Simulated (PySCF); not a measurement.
AlBr2, SMILES [Br][Al+][Br], charge +1. Atoms are numbered in the order given.

```xyz
3

Al     0.0000     0.0000     0.0000
Br     0.0000     0.0000    -2.1649
Br     0.0000     0.0000     2.1649
```
Charge +1, spin multiplicity 1.

The structure is a stationary point at PBE-D3(BJ)/def2-TZVP. The spin state was assumed, not searched. The isomer is the one that the SMILES or the coordinates give; other isomers of the formula were not compared.

Level of theory: HF/def2-TZVPD in PySCF.

Isolated molecule, no solvent.

| Item | Result |
|---|---|
| total energy | -5386.60937 hartree |
| point group | D∞h |
| highest occupied level | -17.56 eV |
| lowest empty level | -5.28 eV |
| orbital gap | 12.28 eV |
| dipole moment about the centre of nuclear charge | 0.00 D |
| mean static polarisability | 55.3 bohr³ (8.19 Å³) |
| polarisability, principal values | 43.6, 43.6, 78.7 bohr³ |
